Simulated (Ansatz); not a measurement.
# Ligand exchange: BH(CH3)(NH2) + Cd(CH3)(OH) → BH(CH3)(OH) + Cd(CH3)(NH2)

Species: BH(CH3)(NH2), singlet; Cd(CH3)(OH), singlet; BH(CH3)(OH), singlet; Cd(CH3)(NH2), singlet. The partners trade NH2 for OH: B–NH2 and Cd–OH bonds give way to B–OH and Cd–NH2.

Shapes, held fixed at every level: PBE0-D4/def2-TZVP. Flexible molecules stand in one conformer, not always the lowest. Programs: Ansatz 0.2.0. Electronic energies: no zero-point or thermal term.

```tsv
level	kind	ΔE (kJ/mol)	less CCSD(T)/def2-TZVPP
HF/def2-SVP	Hartree–Fock	+14.2	-0.9
HF/def2-TZVPP	Hartree–Fock	+16.8	+1.7
BHLYP-D4/def2-TZVPP	global hybrid	+19.3	+4.2
PBE0-D4/def2-TZVPP	global hybrid	+19.7	+4.6
r2SCAN0-D4/def2-TZVPP	global hybrid	+19.0	+3.9
wB97X-V/def2-TZVPP	range-separated hybrid	+19.3	+4.2
MP2/def2-TZVPP	perturbation theory	+14.1	-1.0
CCSD(T)/def2-TZVPP	coupled cluster or CI	+15.1	0.0
```

The highest level, CCSD(T)/def2-TZVPP, gives ΔE = +15.1 kJ/mol; the levels span +14.1 to +19.7. The column of differences is taken from that level and isn't an error. No measured value is set beside it here. For atoms past krypton def2 sets carry core potentials with scalar relativity. Outer-core shells of Cd are correlated in most correlated rows, in sets that cover them unevenly.
